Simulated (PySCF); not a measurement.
dibromo(difluoro)methane (CBr2F2), SMILES C(F)(Br)(F)Br. Heavy atoms are numbered as in [F:1][C:2]([F:3])([Br:4])[Br:5].

Geometry: PBE0-D3(BJ)/def2-SVP.

These are PBE/def2-TZVP run with PySCF values and carry that method's errors.

Atomic charges (e), one atom of each kind:

```tsv
atom	Löwdin	Mulliken
F1	0.25	-0.07
C2	-1.11	0.23
Br4	0.31	-0.04
```

Computed Mayer and Wiberg (Löwdin basis) orders of the bonds:
```
bond    Mayer  Wiberg
------  -----  ------
F1–C2    1.19    1.87
C2–F3    1.19    1.87
C2–Br4   1.11    1.60
C2–Br5   1.11    1.60
```
